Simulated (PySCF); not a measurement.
Co³⁺: interval between two levels

Co³⁺ [Ar] 3d6 [5D4, M_J = 4] → Co³⁺ [Ar] 3d5 4p1 [7P4, M_J = 4], as a difference of total energies. Computed with PySCF 2.14 in x2c-SVPall-2c with one added diffuse shell each of s, d type (6s5p4d1f, 48 functions), with the two-component X2C-1e Hamiltonian. Correlated levels: [Ne] frozen; the 6 highest virtual spinors dropped. "Screened" scales the spin-orbit matrix elements by Boettger's factors to mimic the two-electron term; Breit and QED terms are absent.

```json
{"method": "GHF (spin-free)", "interval between two levels (cm⁻¹)": "162350"}
{"method": "GMP2 (spin-free)", "interval between two levels (cm⁻¹)": "167170"}
{"method": "GHF (screened spin-orbit)", "interval between two levels (cm⁻¹)": "163220"}
{"method": "GMP2 (screened spin-orbit)", "interval between two levels (cm⁻¹)": "168040"}
```

The labels give the starting determinants; with spin-orbit coupling the two ends relaxed to ⟨J²⟩ = 20.00, ⟨L²⟩ = 6.01, ⟨S²⟩ = 6.00 and ⟨J²⟩ = 20.00, ⟨L²⟩ = 2.00, ⟨S²⟩ = 12.00.
